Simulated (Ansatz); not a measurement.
`N#Cc1ccc[nH]1`, relaxed with RKS PBE-D4/def2-SVP in Ansatz from a rough embedded geometry. The force threshold is 0.03 eV/Å; the program also tests the step.

The species carries charge 0 and has multiplicity 1.

Start:

```xyz
11

N    -1.836   -2.893   -0.287
C    -1.203   -1.861   -0.126
C    -0.452   -0.642    0.017
C     0.020   -0.079    1.088
C     0.701    1.115    0.755
C     0.714    1.172   -0.614
N     0.009    0.061   -1.087
H    -0.166   -0.395    2.127
H     1.232    1.810    1.440
H     1.146    1.861   -1.291
H    -0.164   -0.149   -2.021
```

How much energy does the relaxation release, and in how many steps? (Best estimate.)

The calculation gave: 53.33 kJ/mol, in 6 steps.

Which bonds change most? (An estimate is asked.)

Ansatz gave: C3–C4 from 1.299 to 1.403 Å; N7–H11 from 0.973 to 1.019 Å; N1–C2 from 1.221 to 1.177 Å; C6–H10 from 1.058 to 1.095 Å.

Give the relaxed structure. (Best estimate.)

Computed: 
```xyz
11

N    -1.829   -2.851   -0.317
C    -1.198   -1.869   -0.167
C    -0.437   -0.687    0.004
C     0.013   -0.050    1.171
C     0.733    1.104    0.769
C     0.708    1.149   -0.626
N     0.002    0.067   -1.074
H    -0.173   -0.402    2.191
H     1.222    1.833    1.424
H     1.142    1.871   -1.326
H    -0.183   -0.164   -2.049
```
